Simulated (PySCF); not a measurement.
CH₃Cl₃Si, charge -1, doublet, at a GFN2-xTB geometry (a state made from the parent by changing its charge; the spin is typed, not shown lowest); DF-HF/pcseg-2 (PySCF).

Input for PySCF:
```python
from pyscf import gto, scf

mol = gto.Mole()
mol.atom = '''
    C    -1.880866   -0.244399    0.198105
    Si   -0.031036    0.229411    0.241736
    Cl    0.942800   -0.932431   -1.179279
    Cl   -0.310547    2.073273   -1.154762
    Cl    0.455317   -1.184321    2.030917
    H    -2.022750   -1.288672    0.467088
    H    -2.444306    0.359935    0.904064
    H    -2.301943   -0.077457   -0.790994
'''
mol.basis = 'pcseg-2'
mol.charge = -1
mol.spin = 1
mol.verbose = 5
mol.build()

mf = scf.UHF(mol)
mf = mf.density_fit(auxbasis='def2-universal-jkfit')
mf.kernel()
```

The log (banner, timings and long lists left out):

```
PySCF version 2.14.0

[INPUT] verbose = 5
[INPUT] max_memory = 4000
[INPUT] num. atoms = 8
[INPUT] num. electrons = 75
[INPUT] charge = -1
[INPUT] spin (= nelec alpha-beta = 2S) = 1
[INPUT] symmetry False subgroup None
[INPUT] Mole.unit = angstrom
[INPUT] Symbol           X                Y                Z      unit          X                Y                Z       unit  Magmom
[...]
[INPUT] ---------------- BASIS SET ----------------
[INPUT] l, kappa, [nprim/nctr], expnt,             c_1 c_2 ...
[INPUT] C
[...]
                                1098.18           0.00537138    0    0    0
                                250.014           0.0274734    0    0    0
                                70.7586           0.105078    0    0    0
                                22.8595           0.291262    0    0    0
                                8.03936            0.5    0    0    0
                                2.89309           0.362224    0    0    0
                                5.2164               0 -0.0957844    0    0
                                0.556124             0  0.5    0    0
                                0.228813             0    0    1    0
                                0.0936338            0    0    0    1
[...]
                                7.72957           0.0586921    0    0
                                2.24954           0.222514    0    0
                                0.767681           0.5    0    0
                                0.263283             0    1    0
                                0.0848744            0    0    1
[...]
                                0.45                 0    1
[...]
[INPUT] Cl
[...]
                                23123.2           0.0017259    0    0    0    0
                                5262.57           0.00899286    0    0    0    0
                                1489.95           0.0367724    0    0    0    0
                                485.417           0.121446    0    0    0    0
                                174.634           0.304148    0    0    0    0
                                67.2393            0.5    0    0    0    0
                                26.578            0.360252    0    0    0    0
                                131.826              0 -0.053133    0    0    0
                                40.0703              0 -0.233346    0    0    0
                                7.89448              0  0.5    0    0    0
[...]
    0.64178905    0.64473187    0.67126357    0.68402549    0.69558549
    0.6984709     0.69958788    0.74628824    0.75302303    0.77386393
    0.77716033    0.8359308     0.88065728    0.96087577    0.97469827
    0.9914084     0.99784107    1.00421734    1.0151381     1.02403875
    1.05097445    1.06188821    1.07278308    1.09689062    1.12023731
    1.13777282    1.14663096    1.15916247    1.16197314    1.19275803
    1.20001236    1.31852746    1.3454754     1.34823065    1.35320244
    1.42685149    1.44617344    1.46890072    1.5198428     1.52351513
    1.58579253    1.61171736    1.63965209    1.67262577    1.71023318
    1.71750825    1.80307706    1.86837216    1.87356075    2.04709711
    2.07904747    2.0978978     2.10411459    2.16254547    2.19763199
    2.24432849    2.31267543    2.33763511    2.34055228    2.60715469
    2.61072398    2.6108127     2.62100038    2.62147955    2.63633709
    2.63746658    2.64489936    2.64881712    2.64988696    2.65063883
    2.65453087    2.65948815    2.66955112    2.68690942    2.69258022
    2.71445213    2.7270142     2.72804296    2.73442723    2.75470182
    2.76953423    2.79386662    2.79872496    2.80719305    2.83300121
    2.90414014    2.91455111    2.92321376    2.93793944    3.01334443
    3.0542588     3.15097086    3.20866621    3.62580656    3.64505146
    3.65170288    3.70546227    3.77929954    3.83381592    3.89338767
    3.91441009    3.99092107    3.99532625    4.05770899    4.14041851
    4.15751299    4.17944779    4.18134983    4.1828785     4.19655684
    4.22494985    4.24308899    4.25018209    4.26926161    4.28699617
    4.30468342    4.32572291    4.3267819     4.35557897    4.52498853
    4.55317897    4.59964244    4.60351987    4.62874701    4.66294304
    4.78815533    4.8469075     4.9444308     4.99732508    5.02881438
    5.0469225     5.06585449    5.09389079    5.11122607    5.17694258
    5.19056457    5.29887759    5.61093925    5.67334354    5.68327239
    6.15232046    6.22182162    6.23331686    6.3174192     6.36153988
    6.36330824    6.39187209    6.6991367     6.7051145    14.02386152
   32.95909771   33.40512688   33.49855916]
multiplicity <S^2> = 0.75723524  2S+1 = 2.0072222
E1 = -3197.059456067736  E2 = 1077.653875253179  Ecoul = 1187.3403646281754  Exc = -109.68648937499643
Extra cycle  E= -1707.27569322727  delta_E= -2.77e-11  |g|= 2.59e-06  |ddm|= 1e-05
converged SCF energy = -1707.27569322727  <S^2> = 0.75723524  2S+1 = 2.0072222
```
